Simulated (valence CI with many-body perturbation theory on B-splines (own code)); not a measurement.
# Au XLI: key properties

Computed by relativistic CI+MBPT: three valence electrons over a frozen Dirac-Fock core [Kr], radial functions for each j: 9 s, 9 p, 10 d, 8 f, 5 g, 3 h, 1 i, with the one-electron correlation potential Σ1, the two-electron term Σ2, the three-electron term Σ3, Breit, model QED; selected CI, second order for the rest (own B-spline code, finite nucleus).

The last digits are not significant, and no measured levels were compared; by estimate large intervals hold to a few tenths of a per cent, small ones and those within an open d or f shell to about a per cent. Only levels of the ground parity were solved; by the run's estimate the other parity begins above the list, which can be wrong where configurations are misplaced.

Levels are named by their leading jj configuration (3d3/2^4 stands for four electrons in 3d with j = 3/2), which in mixed levels can hold well under half, so a name can repeat and another be missing.

Rates and lifetimes use the calculated energies. Strong lines usually hold to 10 to 20 %, long lifetimes can be off by a factor of two.

Problem. What is the ground level?

Solution. (4d3/2^3) J=3/2, composition 46 % 4d3 4F + 38 % 4d3 2D + 11 % 4d3 2P, g = 0.712.

Problem. How well does LS coupling describe the low levels?

Solution. Among the lowest 19 levels the leading LS term, summed over configurations, holds 56 % on average. For single configurations the figures are 56 % in LS and 98 % in jj coupling. Terms mix most in the J = 5/2 level at 54.761 eV, where the leading one holds 38 %.

Problem. What is the ionisation energy?

Solution. 1905.2 eV; NIST lists 1904 ± 4 eV (theoretical).

Problem. Name the longest-lived excited levels whose lifetime is computed, and their main decay.

Solution. (4d3/2^2 4d5/2) J=9/2 at 27.161 eV lives 28.6 s, mostly by M1 to (4d3/2^2 4d5/2) J=7/2.
